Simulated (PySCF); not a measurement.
## Correlation energy of Zr³⁺ (zirconium, charge +3)

Starting occupation: [Kr] 5p1, 5p3/2 with m_j = +3/2. Calculation: PySCF 2.14, in x2c-SVPall-2c with one added diffuse shell each of s, p, d type (7s9p7d1f, 76 functions); X2C-1e with screened-nucleus spin-orbit coupling, Gaussian nucleus. Frozen: [Ar] 3d10; 9 electrons correlated; the 6 highest virtual spinors left out.

MP2 pair energies summed by pair of shells (mhartree):

```json
{"pair": "4p3/2-4p3/2", "energy": "-54.95", "share (%)": "34.8"}
{"pair": "4p1/2-4p3/2", "energy": "-52.95", "share (%)": "33.5"}
{"pair": "4p1/2-4p1/2", "energy": "-14.14", "share (%)": "9.0"}
{"pair": "4p3/2-5p3/2", "energy": "-11.22", "share (%)": "7.1"}
{"pair": "4p3/2-4s1/2", "energy": "-8.84", "share (%)": "5.6"}
{"pair": "4p1/2-5p3/2", "energy": "-5.42", "share (%)": "3.4"}
{"pair": "4s1/2-4s1/2", "energy": "-5.24", "share (%)": "3.3"}
{"pair": "4p1/2-4s1/2", "energy": "-4.42", "share (%)": "2.8"}
{"pair": "4s1/2-5p3/2", "energy": "-0.78", "share (%)": "0.5"}
```

Total MP2 correlation energy: -157.97 mhartree.

This basis was not built for core-valence correlation, so the inner-shell part is incomplete.
